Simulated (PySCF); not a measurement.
# Which determinant of SnF lies lowest?

Unrestricted PBE0; basis Sn aug-cc-pVDZ-PP with ECP28, F aug-cc-pVDZ; scalar-relativistic core potentials; PySCF 2.14. Outer shells of the fragments: Sn 4d10 5s2 5p2; F 2s2 2p5.

Followed along the bond (rough minima from three points):

```
2Ms+1   unpaired  ⟨S²⟩ at the start  R at minimum (Å)  Te (eV)
    2        π ↑               0.75              1.98     0.00
    4  σ ↑, π ↑↑               3.76              2.00     3.89
```

Solutions found at the starting distance of 1.965 Å, counted from the lowest of them; the search is not exhaustive and high or unbound solutions are not listed, so other states can lie among these:

| 2Ms+1 | unpaired | term | E (eV) | ⟨S²⟩ | ⟨Lz²⟩ | μ (D) |
| --- | --- | --- | --- | --- | --- | --- |
| 2 | π ↑ | ²Π | 0.00 | 0.75 | 1.01 | -2.81 |
| 2 | σ ↑ | ²Σ⁺ | 2.33 | 0.75 | 0.00 | -1.77 |
| 4 | σ ↑, π ↑↑ | ⁴Σ⁻ | 3.90 | 3.76 | 0.00 | -2.07 |
| 2 | σ ↑, π ↑↓ | mixed | 4.81 | 1.76 | 2.01 | -1.55 |
| 2 | σ ↓, π ↑↑ | mixed | 4.99 | 1.77 | 0.00 | -1.12 |
| 4 | σ ↑↑, π ↑ | ⁴Π | 6.09 | 3.75 | 1.00 | -0.95 |
| 4 | π ↑↑↑ | ⁴Π | 6.37 | 3.76 | 1.00 | 2.15 |
| 4 | σ ↑, π ↑↑ | mixed | 7.95 | 3.75 | 2.01 | 1.98 |
| 4 | σ ↑, π ↑↑ | mixed | 8.08 | 3.75 | 2.01 | 2.04 |

A term symbol is given only where ⟨S²⟩ and ⟨Lz²⟩ are close to those of a pure state; real π, δ and φ orbitals otherwise mix terms. A positive dipole means Sn(−)F(+).

Spin–orbit coupling is left out. Counting both spins, an empty level lies below a filled one in some of these solutions, because spin and occupation are held.
